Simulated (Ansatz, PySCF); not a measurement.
Dissociation curve of H₂F₂Si, SMILES F[SiH2]F, singlet. The Si1–F5 bond (Si1 also carries F, H, H; F5 carries nothing else) is stretched with both fragments frozen at the PBE0/def2-TZVP optimised geometry.

- UHF/cc-pVTZ (Ansatz, a program for electronic structure)
- RHF/cc-pVTZ (Ansatz)
- UKS-PBE = unrestricted PBE/cc-pVTZ in Ansatz
- RKS-PBE = restricted PBE/cc-pVTZ run with Ansatz
- UKS-B3LYP = unrestricted B3LYP/cc-pVTZ (Ansatz)
- RKS-B3LYP = restricted B3LYP/cc-pVTZ (Ansatz)
- UKS-B3LYP/6-31G* = unrestricted B3LYP/6-31G*, spherical d run with PySCF
- RKS-B3LYP/6-31G* = restricted B3LYP/6-31G*, spherical d run with PySCF
- UKS-LDA (SVWN5)/6-31G* = unrestricted LDA (SVWN5)/6-31G*, spherical d in PySCF
- RKS-LDA (SVWN5)/6-31G* = PySCF 2.14.0 with restricted LDA (SVWN5)/6-31G*, spherical d

Scanned distances (Å): 1.19, 1.26, 1.35, 1.41, 1.47, 1.53, 1.59, 1.65, 1.70, 1.75, 1.82, 1.99, 2.14, 2.37, 2.66, 2.88, 3.14, 3.55, 3.93, 4.26, 4.74, 5.63.

Task: Where does the unrestricted solution first break spin symmetry (<S²> of 0.01 or more)?

Result: UHF: between 2.37 and 2.66 Å; UKS-PBE: between 2.88 and 3.14 Å; UKS-B3LYP: between 2.66 and 2.88 Å; UKS-B3LYP/6-31G*: between 2.66 and 2.88 Å; UKS-LDA (SVWN5)/6-31G*: between 2.88 and 3.14 Å.

```
R / Å  <S²> UHF  E(RHF) − E(UHF) / kcal/mol  <S²> UKS-PBE  E(RKS-PBE) − E(UKS-PBE) / kcal/mol  <S²> UKS-B3LYP  E(RKS-B3LYP) − E(UKS-B3LYP) / kcal/mol  <S²> UKS-B3LYP/6-31G*  E(RKS-B3LYP/6-31G*) − E(UKS-B3LYP/6-31G*) / kcal/mol  <S²> UKS-LDA (SVWN5)/6-31G*  E(RKS-LDA (SVWN5)/6-31G*) − E(UKS-LDA (SVWN5)/6-31G*) / kcal/mol
-----  --------  --------------------------  ------------  ----------------------------------  --------------  --------------------------------------  ---------------------  ----------------------------------------------------  ---------------------------  ----------------------------------------------------------------
1.19       0.00                         0.0          0.00                                 0.0            0.00                                     0.0                   0.00                                                   0.0                         0.00                                                               0.0
1.26       0.00                         0.0          0.00                                 0.0            0.00                                     0.0                   0.00                                                   0.0                         0.00                                                               0.0
1.35       0.00                         0.0          0.00                                 0.0            0.00                                     0.0                   0.00                                                   0.0                         0.00                                                               0.0
1.41       0.00                         0.0          0.00                                 0.0            0.00                                     0.0                   0.00                                                   0.0                         0.00                                                               0.0
1.47       0.00                         0.0          0.00                                 0.0            0.00                                     0.0                   0.00                                                   0.0                         0.00                                                               0.0
1.53       0.00                         0.0          0.00                                 0.0            0.00                                     0.0                   0.00                                                   0.0                         0.00                                                               0.0
1.59       0.00                         0.0          0.00                                 0.0            0.00                                     0.0                   0.00                                                   0.0                         0.00                                                               0.0
1.65       0.00                         0.0          0.00                                 0.0            0.00                                     0.0                   0.00                                                   0.0                         0.00                                                               0.0
1.70       0.00                         0.0          0.00                                 0.0            0.00                                     0.0                   0.00                                                   0.0                         0.00                                                               0.0
1.75       0.00                         0.0          0.00                                 0.0            0.00                                     0.0                   0.00                                                   0.0                         0.00                                                               0.0
1.82       0.00                         0.0          0.00                                 0.0            0.00                                     0.0                   0.00                                                   0.0                         0.00                                                               0.0
1.99       0.00                         0.0          0.00                                 0.0            0.00                                     0.0                   0.00                                                   0.0                         0.00                                                               0.0
2.14       0.00                         0.0          0.00                                 0.0            0.00                                     0.0                   0.00                                                   0.0                         0.00                                                               0.0
2.37       0.00                         0.0          0.00                                 0.0            0.00                                     0.0                   0.00                                                   0.0                         0.00                                                               0.0
2.66       0.70                        10.3          0.00                                 0.0            0.00                                     0.0                   0.00                                                   0.0                         0.00                                                               0.0
2.88       0.86                        24.9          0.00                                 0.0            0.19                                     0.8                   0.29                                                   1.7                         0.00                                                               0.0
3.14       0.94                        41.8          0.26                                 1.0            0.42                                     4.2                   0.50                                                   6.2                         0.11                                                               0.1
3.55       0.99                        64.5          0.50                                 5.0            0.61                                    10.9                   0.68                                                  14.1                         0.46                                                               3.0
3.93       1.00                        81.1          0.61                                 8.4            0.71                                    16.3                   0.77                                                  20.2                         0.60                                                               6.2
4.26       1.01                        92.5          0.66                                10.7            0.76                                    20.0                   0.82                                                  24.3                         0.66                                                               8.4
4.74       1.01                       105.0          0.71                                13.0            0.80                                    23.9                   0.86                                                  28.5                         0.71                                                                 —
5.63       1.01                       119.3          0.75                                15.3            0.84                                    28.2                   0.89                                                  32.9                         0.75                                                                 —
```

A dash means that the run gave no value there, or that the column was ended at a point which the program doubted or which failed a test of continuity chosen for this set; such a test can also cut sound points.
